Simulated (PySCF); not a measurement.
Zr(OH) (HOZr), SMILES [OH][Zr] (connectivity only; charge and spin as stated), neutral, multiplicity 4.

Geometry optimised at B3LYP-D3(BJ)/def2-TZVPD. The multiplicity is an assumed one; other spin states were not compared. The def2 effective core potentials stand for the cores of Zr; spin–orbit coupling is left out.

Method: TDA-PBE/def2-TZVPD (PySCF).

Vertical excitations. Isolated molecule, no solvent.

Computed lowest excited states:
```tsv
state	energy (eV)	λ (nm)	f	main pairs
root 1	0.30	4183	0.000	α HOMO−1→LUMO 70 %, α HOMO→LUMO+1 29 %
root 2	0.39	3158	0.001	α HOMO→LUMO 85 %, α HOMO−1→LUMO+1 15 %
root 3	0.65	1899	0.003	α HOMO−1→LUMO+1 76 %, α HOMO→LUMO 13 %
root 4	0.66	1882	0.003	α HOMO→LUMO+1 70 %, α HOMO−1→LUMO 29 %
root 5	0.86	1446	0.001	α HOMO−1→LUMO+2 99 %
root 6	0.88	1410	0.001	α HOMO→LUMO+2 89 %
root 7	1.68	739	0.018	α HOMO−2→LUMO 93 %
root 8	1.85	669	0.018	α HOMO−2→LUMO+1 85 %
root 9	1.94	639	0.003	α HOMO−1→LUMO+3 55 %, α HOMO→LUMO+4 41 %
root 10	1.97	631	0.007	α HOMO→LUMO+3 52 %, α HOMO−1→LUMO+4 33 %, α HOMO−2→LUMO+2 13 %
```
Unrestricted roots are not spin-pure.
